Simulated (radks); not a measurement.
The mean radii <r> (bohr) of the occupied orbitals of an atom or ion are listed with their occupations. Method: Dirac Kohn-Sham, LDA (Slater exchange, Perdew-Wang correlation), spin-unpolarised, spherical densities, point nucleus; computed with a radial shooting solver on a logarithmic mesh with Libxc functionals.

orbital  occ.      <r>
1s1/2       2  0.06973
2s1/2       2   0.3257
2p1/2       2   0.2885
2p3/2       4   0.2912
3s1/2       2   0.9942
3p1/2       2    1.052
3p3/2       4    1.060
3d3/2       1    1.256

Name the element and its charge. Open shells, if any, fill j = l - 1/2 first.

Answer. Z = 22, titanium, charge +3: Ti3+ in [Ar] 3d1. The 1s radius gives Z: for a bare nucleus <r> = (2 gamma + 1)/(2Z) with gamma = sqrt(1 - (Z/c)^2), 0.06759 bohr for Z = 22, and screening makes it slightly larger (0.06973 here). The occupations add up to 19, and the charge is Z minus that.
